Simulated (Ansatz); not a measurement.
Geometry optimisation, RKS CAM-B3LYP/def2-SVP in Ansatz 0.2.0.

The input (input.yaml):

```yaml
crystal:
  periodic: [false, false, false]
  atoms:
    - { symbol: Cl, position_ang: [0.5447, -2.1247, 0.232] }
    - { symbol: Si, position_ang: [-0.1259, -0.1854, -0.4146] }
    - { symbol: Se, position_ang: [-0.2227, 1.2323, 1.3607] }
    - { symbol: I, position_ang: [-2.291, -0.3319, -1.4229] }
    - { symbol: H, position_ang: [0.8292, 0.3275, -1.4282] }
    - { symbol: H, position_ang: [1.3078, 1.0181, 1.6269] }
basis:
  gaussian: { orbitals: def2-SVP }
hamiltonian:
  xc: cam_b3lyp
relax:
  f_tol: 0.015
  max_steps: 40
output:
  orbitals: {}
```

Command:

```bash
$ ansatz run input.yaml --threads 2 --pin off --max-ram 3072MiB --backend cpu --events-out ev --progress --plain --runs-dir out
```

**Question.** Where does it end, and by what steps?

**Answer.** It converged. After 4 steps the energy has fallen by 0.177 eV; H6 moved furthest, 0.10 Å.

```tsv
step	energy less start (eV)	largest force component (eV/Å)	accepted
0	0.0000	1.652	yes
1	-0.1613	0.450	yes
2	-0.1757	0.107	yes
3	-0.1765	0.021	yes
4	-0.1765	0.013	yes
```

```xyz
6
Properties=species:S:1:pos:R:3
Cl 0.546 -2.088 0.166
Si -0.076 -0.209 -0.408
Se -0.202 1.218 1.349
I -2.319 -0.303 -1.369
H 0.864 0.253 -1.449
H 1.228 1.066 1.666
```

Run time: 21 s on 2 threads of Arm Neoverse V2 (shared host), peak memory 0.33 GiB.
